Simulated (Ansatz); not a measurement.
Program: Ansatz. Geometries: PBE0-D4/def2-TZVP. ΔE: electronic, gas phase. CCSD(T)/CBS is the MP2 limit (def2-TZVPP, def2-QZVPP) plus CCSD(T) − MP2 in def2-TZVPP, frozen cores. Elements past krypton have def2 core potentials. For Ge, Sb outer-core shells are correlated without core-valence functions, which leaves a few kJ/mol of doubt a bond. Scalar relativity is left out up to krypton. One conformer a species, not always the lowest.

Reaction (formal exchange of groups at the Sb–C bond): `[SiH3][CH](S)[SbH2]` + GeH₄ → `[GeH3][SbH2]` + `[SiH3]CS`

```json
{"species": "`[SiH3][CH](S)[SbH2]`", "CCSD(T)/CBS(def2) energy (Eh)": "-969.10537"}
{"species": "GeH₄", "CCSD(T)/CBS(def2) energy (Eh)": "-2078.49493"}
{"species": "`[GeH3][SbH2]`", "CCSD(T)/CBS(def2) energy (Eh)": "-2319.11871"}
{"species": "`[SiH3]CS`", "CCSD(T)/CBS(def2) energy (Eh)": "-728.50660"}
```

(1) Work out ΔE.

(2) What do rigid-rotor, harmonic-oscillator terms from PBE0-D4/def2-TZVP frequencies (298.15 K, 1 bar) make of the CCSD(T)/CBS value? (Best estimate.)

Largest T1 diagnostic among the species: 0.013.

## Answers

(1) ΔE = (-2319.11871) + (-728.50660) − (-969.10537) − (-2078.49493) = -0.02501 Eh = -0.68 eV.

(2) Computed: ΔZPE = +0.09 eV, ΔH = -0.60 eV, ΔS = 32 J/(mol·K), ΔG = -0.70 eV.

At CCSD(T), def2-SVP lies −0.08 eV from the extrapolated value and def2-TZVPP −0.00 eV. In def2-TZVPP, CCSD(T) changes the Hartree–Fock value by +0.23 eV (the triples alone add +0.04 eV) and MP2 by +0.28 eV. Leaving LDA and LC-ωPBE aside and taking each functional with its dispersion term where it has one, the values, not all of them listed here, spread over 0.14 eV, from r2SCAN0-D4 to B97M-V. LDA lies +0.09 eV from PBE without D4.
